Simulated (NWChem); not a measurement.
**Atomisation of BCl2**

```xyz
3

Cl     1.5302     0.0000     0.1030
B      0.0000     0.0000    -0.7003
Cl    -1.5302     0.0000     0.1030
```
Charge 0, spin multiplicity 2.

Everything below was run with NWChem. Structure: optimised with UPBE0/def2-SVP, a minimum by its harmonic frequencies.

Basis set: def2-TZVP. The atomisation energy is electronic alone: no zero-point, thermal, spin-orbit or counterpoise terms. No value is extrapolated to the basis-set limit. Free atoms are single determinants with multiplicities Cl 2, B 2. Correlated methods freeze the same cores in atoms and molecule, 11 orbitals in all.

The structure started from a generated list of species. The unpaired electrons of the parent sit in orbitals of symmetry a1 (C2v labels of the run); other states weren't searched. No SCF solution was tested for a lower state. Open-shell Hartree-Fock references start from PBE0 orbitals.

Question: Order these methods by the atomisation energy they give, lowest first: MP2, CAM-B3LYP, HF, PBE0, PBE.

Answer: HF (156.3 kcal/mol), CAM-B3LYP (202.1 kcal/mol), MP2 (210.3 kcal/mol), PBE0 (211.8 kcal/mol), PBE (217.5 kcal/mol)
